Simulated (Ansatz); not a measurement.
Consider the formal loss of a carbene: `NC[SiH2][SiH2]Cl` → `[CH2]` (triplet) + `N[SiH2][SiH2]Cl`.

Program: Ansatz. Geometries: PBE0-D4/def2-TZVP. ΔE: electronic, gas phase. CBS: MP2 limit from def2 TZ/QZ plus the TZ coupled-cluster correction, frozen cores. This one scheme is used for every species. Triplets are unrestricted, without spin–orbit coupling. Each species was taken in one conformer, which may not be the lowest.

| species | CCSD/def2-TZVPP energy (Eh) |
| --- | --- |
| `NC[SiH2][SiH2]Cl` | -1135.35227 |
| `[CH2]` (triplet) | -39.07515 |
| `N[SiH2][SiH2]Cl` | -1096.15617 |

Problem. Work out ΔE.

Solution. ΔE = (-39.07515) + (-1096.15617) − (-1135.35227) = 0.12095 Eh = +317.6 kJ/mol. CCSD(T)/CBS gives +339.1 kJ/mol.

Largest T1 diagnostic among the species: 0.011.

From PBE to PBE0 (25 % exact exchange), in def2-TZVPP and without D4, ΔE moves by −11.6 kJ/mol. Leaving LDA and LC-ωPBE aside and taking each functional with its dispersion term where it has one, the values, not all of them listed here, spread over 42.6 kJ/mol, from r2SCAN0-D4 to PBE-D4. LDA lies +70.0 kJ/mol from PBE without D4. At CCSD(T), def2-SVP lies −5.0 kJ/mol from the extrapolated value and def2-TZVPP −9.2 kJ/mol.
